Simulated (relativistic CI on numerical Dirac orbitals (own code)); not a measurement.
## What each ingredient does to the levels of Dy4+

Base calculation: Dirac-Coulomb-Breit CI, KLI orbitals optimised for each configuration, model QED, valence Slater integrals scaled by 0.85, P86 correlation energy added to each configuration.

Configurations in the expansion (outside the closed core [Kr] 4d10 5s2): 4f8 5p6, 4f9 5p5, 4f7 5p6 6s, 4f7 5p6 7s. The list is cut by size and lacks configurations that can hold low levels.

Variants: (1) self-excluded LDA correlation estimate; (2) no correlation estimate; (3) configuration mixing switched off; (4) Breit term removed. Shifts of the energy above 4f8 5p6 7F_6, in cm⁻¹, for the lowest level and the first level of each name with at least 55 % of one term (blank where a level changes its place among those of its configuration and J or its character, or is not in the variant):

```tsv
Level	Base	Δ(1)	Δ(2)	Δ(3)	Δ(4)
4f8 5p6 7F_6	0.0	0.0	0.0	0.0	0.0
4f8 5p6 7F_5	2509.2	0.0	0.0	+0.9	+84.5
4f8 5p6 7F_4	3950.9	0.0	0.0	+4.2	+56.2
4f8 5p6 7F_3	5128.9	0.0	0.0	+4.8	+67.9
4f8 5p6 7F_2	5945.9	0.0	0.0	+5.8	+64.4
4f8 5p6 7F_1	6495.8	0.0	0.0	+6.2	+67.8
4f8 5p6 7F_0	6762.8	0.0	0.0	+6.5	+67.8
4f8 5p6 5D_4	20577.5	-0.5	+0.8	+114.8	-262.2
4f8 5p6 5L_10	26573.3	0.0	0.0	-4.9	+664.0
4f8 5p6 5G_6	27191.0	-0.4	+0.6	+82.9	-203.1
4f8 5p6 5D_3	27625.2	-0.5	+0.8	+115.6	+120.7
4f8 5p6 5L_9	28439.5	0.0	0.0	-1.4	+617.3
4f8 5p6 5G_5	28925.8	-0.4	+0.7	+90.1	-53.9
4f8 5p6 5L_8	29384.2	0.0	0.0	+3.7	+465.0
4f8 5p6 5G_4	29418.8	-0.4	+0.7	+88.4	-133.1
4f8 5p6 5D_2	29577.8	-0.5	+0.9	+127.5	-79.7
4f8 5p6 5L_7	29667.8	0.0	+0.1	+13.0	+227.7
4f8 5p6 5L_6	29881.2	0.0	+0.1	+12.2	+91.0
4f8 5p6 5G_3	30301.9	-0.4	+0.6	+84.4	-53.3
4f8 5p6 5G_2	31013.8	-0.4	+0.6	+82.9	-14.4
4f8 5p6 5H_7	32576.5	-0.5	+0.9	+118.5	+252.6
4f8 5p6 5D_1	32757.8	-0.5	+0.9	+125.6	+230.5
```

At this charge configurations can still be misplaced by up to about 7 % of their energy. Levels and lines within the n = 5 or 6 shells can be off by up to 10 % or somewhat more, and those that change n by about 2 %, since core polarisation is missing.

LS names give the leading component of a level, which can be under half, so a name can repeat, a term be missing and a line seem to break the LS rules.
